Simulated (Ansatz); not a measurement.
HOS, SMILES `O[S+]` (lower triplet) (charge 1, multiplicity 3). This triplet lies 0.54 eV below the relaxed singlet at the level composite: frozen-core CCSD(T) with HF/cc-pV5Z and the correlation energy extrapolated as X^-3 from cc-pVQZ and cc-pV5Z, plus CCSDT(Q) minus CCSD(T) in cc-pVDZ // B3LYP-D3(BJ)/def2-TZVP (Ansatz, an electronic-structure program).

These are LDA/cc-pVTZ // B3LYP-D3(BJ)/def2-TZVP (Ansatz) values and carry that method's errors.

Ansatz 0.2 input:
```yaml
crystal:
  periodic: [false, false, false]
  atoms:
    - { symbol: O, position_ang: [-0.239558, 0.363161, 0.0] }
    - { symbol: S, position_ang: [1.230379, -0.087144, -0.000004] }
    - { symbol: H, position_ang: [-0.990821, -0.276016, 0.000004] }
basis:
  gaussian: { orbitals: cc-pVTZ }
hamiltonian:
  xc: lda
total_charge: 1
magnetization:
  spin_polarized: true
  initial_magnetization: 2
```

Output:

```
Functional definition: SPW92
495 factors; their error is unknown
mean field evaluation 1: about -12819.2568 eV, gradient 7.5e1 eV
mean field evaluation 2: about -12703.9933 eV, gradient 1.5e2 eV
mean field evaluation 4: about -12835.8745 eV, gradient 1.5e1 eV
mean field evaluation 8: about -12836.8781 eV, gradient 1.4e-1 eV
mean field evaluation 16: about -12836.8583 eV, gradient 2.5e-5 eV
mean field -12836.85830663 eV, -471.7458416335 hartree, gradient 2.5e-5 eV, S^2 2.001822; 0 other end points of the search recorded, 0 dependent functions left out
reference -12836.85832805 eV, -471.7458424208 hartree; 13, 11 occupied and 65, 67 virtual orbitals, 495 factors
Total energy: -12836.85832805 eV, -471.7458424208 hartree
```
